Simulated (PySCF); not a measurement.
# [C7H5FO]+: g tensor and hyperfine couplings

C7H5FO (charge +1 and doublet state).
Numbering: `[O:1]=[CH:2][C+:3]1[CH:4][CH:5]=[CH:6][CH:7]=[C:8]1[F:9]` (hydrogens: H10 on C2; H11 on C4; H12 on C5; H13 on C6; H14 on C7)

Cartesian coordinates in Å at the GFN2-xTB level; atoms count from 1:
```
atom  x, y, z in Å
O1     3.1255   -0.5505   -0.5371
C2     2.3077    0.2707   -0.3122
C3     0.8501    0.0760   -0.1378
C4     0.2692   -1.1610   -0.4042
C5    -1.0933   -1.3247   -0.1688
C6    -1.8728   -0.2588    0.2639
C7    -1.3142    0.9779    0.5216
C8     0.0499    1.1474    0.2963
F9     0.6001    2.3344    0.4682
H10    2.5637    1.3566   -0.2240
H11    0.8762   -1.9933   -0.7286
H12   -1.5215   -2.3119   -0.2836
H13   -2.9405   -0.3925    0.3881
H14   -1.9009    1.8291    0.8360
```

The hyperfine couplings belong to this conformer and change with its torsions.

Method used: PySCF, UKS B3LYP, pcH-1 on C F H O, non-relativistic, mean-field spin-orbit, GIAO. Geometry: GFN2-xTB, one conformer, isolated ion. A GFN2-xTB geometry isn't a minimum of the functional, and hyperfine couplings can be far from their values at a DFT geometry, by a factor of two or more for some ions and for spin on atoms past the first row. The SCF solution wasn't tested for stability.

* g1, g2, g3: 2.00161, 2.00589, 2.01061
* g_iso: 2.00604
* Form of g: rhombic: the two nearest values differ by 48 % of g3 − g1
* ⟨S²⟩: 0.7622 (exact 0.7500)
* α and β electrons: 32, 31
* Basis functions: 275

Hyperfine couplings atom by atom, in MHz; T1 to T3 are the principal values of the dipolar part:

```tsv
atom	isotope	a_iso	T1	T2	T3	Mulliken spin population
O1	17O	-21.0	-109.7	53.4	56.3	0.34
C2	13C	-39.3	-11.3	5.0	6.3	-0.05
C3	13C	23.0	-16.0	-11.5	27.5	0.10
C4	13C	-9.6	-7.1	-1.0	8.1	-0.01
C5	13C	17.8	-21.7	-21.0	42.7	0.27
C6	13C	-8.3	-2.0	0.4	1.6	-0.02
C7	13C	-1.2	-5.9	-5.0	10.9	0.05
C8	13C	7.8	-18.5	-17.9	36.4	0.19
F9	19F	59.1	-134.9	-129.0	263.8	0.05
H10	1H	189.0	-6.3	-0.8	7.1	0.07
H11	1H	-1.7	-4.2	0.1	4.1	0.00
H12	1H	-10.3	-10.1	-2.4	12.5	-0.01
H13	1H	1.6	-2.3	-1.6	3.9	0.00
H14	1H	-3.4	-3.6	-2.0	5.6	0.00
```

Largest spin populations (Mulliken): O1 (+0.34), C5 (+0.27), C8 (+0.19) and C3 (+0.10). Three atoms exceed +0.15.

C4, the radical centre as drawn in `O=C[C+]1[CH]C=CC=C1F`, holds a spin population of -0.01 out of 1.

Under fast tumbling the dipolar parts average out, and these isotropic splittings remain: 1 × 1H (H10, I = 1/2, 2 lines) with 6.73 mT, 1 × 19F (F9, I = 1/2, 2 lines) with 2.10 mT, 1 × 1H (H12, I = 1/2, 2 lines) with 0.37 mT, 1 × 1H (H14, I = 1/2, 2 lines) with 0.12 mT, 1 × 1H (H11, I = 1/2, 2 lines) with 0.06 mT and 1 × 1H (H13, I = 1/2, 2 lines) with 0.06 mT.

The 13C coupling of C2 (-39.3 MHz) shows only in satellite lines or after enrichment, since that isotope makes up about 1.07 % of natural carbon.

The 17O coupling of O1 (-21.0 MHz) shows only in satellite lines or after enrichment, since that isotope makes up about 0.038 % of natural oxygen.
